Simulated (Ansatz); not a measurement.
`[CH3][Ge][Cl]`, relaxed with RKS PBE-D4/def2-SVP in the Gaussian-basis code of Ansatz from a rough embedded geometry. The force threshold is 0.03 eV/Å; the program also tests the step.

Total charge 0; spin multiplicity 1.

Start:

```xyz
6

C     0.246   -0.153   -0.549
Ge   -0.603    1.127    0.541
Cl   -0.933    0.229    2.476
H     0.437    0.340   -1.588
H    -0.377   -1.069   -0.704
H     1.230   -0.474   -0.176
```

**Question.** By how much does the energy fall, and how many steps does the optimiser take? (Estimate.)

**Answer.** The calculation gave: 0.30 eV, in 4 steps.

**Question.** Which bonds change most? (An estimate is asked.)

**Answer.** Ansatz gave: C1–Ge2 from 1.883 to 2.009 Å; Ge2–Cl3 from 2.158 to 2.227 Å; C1–H4 from 1.166 to 1.109 Å; C1–H6 from 1.100 to 1.111 Å.

**Question.** Give the relaxed structure. (Best estimate.)

**Answer.** The calculation gave: 
```xyz
6

C     0.246   -0.129   -0.578
Ge   -0.658    1.292    0.518
Cl   -0.839    0.081    2.378
H     0.471    0.228   -1.603
H    -0.407   -1.027   -0.635
H     1.188   -0.445   -0.080
```
